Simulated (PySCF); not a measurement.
These compounds are isomers of formula C5H6F3N3.

A. SMILES Cc1nnc(C(F)(F)F)n1C
B. SMILES Cc1cn(CC(F)(F)F)nn1
C. `CCn1nncc1C(F)(F)F`
D. SMILES n1cc(C)n(CC(F)(F)F)n1
E. `C(Cn1ncc(C)n1)(F)(F)F`
F. `C(C1=NN(C)N=C1C)(F)(F)F`

Spectrum 1. 13C{1H} NMR (computed): δ 150.8 (C), 140.2 (CH), 132.2 (C), 58.4 (CH2), 12.9 (CH3).

Spectrum 2. 13C{1H} NMR (computed): δ 139.6 (CH), 134.4 (C), 131.2 (C), 46.0 (CH2), 19.9 (CH3).

Spectrum 3. 13C{1H} NMR (computed): δ 156.0 (C), 150.2 (C), 129.5 (C), 30.3 (CH3), 12.5 (CH3).

Spectrum 4. 13C{1H} NMR (computed): δ 150.3 (C), 142.4 (C), 131.6 (C), 41.5 (CH3), 12.3 (CH3).

Spectrum 5. 13C{1H} NMR (computed): δ 140.9 (C), 137.6 (CH), 132.7 (C), 52.0 (CH2), 10.7 (CH3).

Spectrum 6. 13C{1H} NMR (computed): δ 149.5 (C), 132.5 (C), 128.7 (CH), 54.2 (CH2), 13.2 (CH3).

[PySCF: geometry: GFN2-xTB; σ from GIAO-PBE0/pcSseg-1; one computed conformer; no solvent; rapidly exchanging positions averaged; non-relativistic]

Shifts are taken against calculated references (same method and geometry level): 13C (186.93 ppm) against TMS. Splittings of carbon signals by F and P are missing where no couplings were computed. Shifts are as computed. Against solution values, carbons near 30 ppm lie about +3 ppm off and those near 130 ppm about +5 ppm. Of 1211 compounds with measured shifts, 218 miss one by over three times the rms of a fit or turn the order of signals round; such compounds aren't used in these exercises.

Question: Match each spectrum to its structure.

Answer: 1–E, 2–C, 3–A, 4–F, 5–D, 6–B.

- Spectrum 1 (E): 5 13C signals; δC 140.2 is an aromatic CH next to a ring nitrogen; δC 132.2 is a CF3 carbon.
- Spectrum 2 (C): 5 13C signals; δC 131.2 is a CF3 carbon; δC 46.0 is an sp3 CH2 bonded to N.
- Spectrum 3 (A): 5 13C signals; δC 129.5 is a CF3 carbon; δC 30.3 is a methyl carbon bonded to N.
- Spectrum 4 (F): 5 13C signals; δC 131.6 is a CF3 carbon; δC 41.5 is a methyl carbon bonded to N.
- Spectrum 5 (D): 5 13C signals; δC 132.7 is a CF3 carbon; δC 52.0 is an sp3 CH2 bonded to N.
- Spectrum 6 (B): 5 13C signals; δC 132.5 is a CF3 carbon; δC 54.2 is an sp3 CH2 bonded to N.
